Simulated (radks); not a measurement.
Valence configurations of Pr IV (all share [Xe]). Method: Dirac Kohn-Sham, PBE, spin-unpolarised, spherical densities, finite nucleus; open shells are shared between the two j in proportion to 2j + 1; Fermi nuclear charge, rms radius 4.8919 fm; computed with a radial shooting solver on a logarithmic mesh with Libxc functionals. Energies are relative to 4f2; eigenvalues in eV.

valence,E (eV),e(4f5/2),e(4f7/2),e(5d3/2),e(5d5/2),e(6p1/2)
4f2,0.000,-29.997,-29.597,-,-,-
4f1 6p1,17.290,-40.758,-40.309,-,-,-19.328
4f1 6s0.5 6p0.5,14.808,-40.268,-39.818,-,-,-19.050
4f1 5d1,8.243,-36.717,-36.271,-25.934,-25.553,-
4f1.5 6p0.5,7.591,-35.220,-34.795,-,-,-18.171
4f1 6s1,12.325,-39.777,-39.328,-,-,-
5d2,21.764,-,-,-27.750,-27.321,-
4f1.5 6s0.5,5.214,-34.726,-34.301,-,-,-

NIST lists [Xe] 4f2 as the ground configuration; this level of theory agrees among the configurations tried. The energies are those of spherical spin-averaged densities, not of single terms.
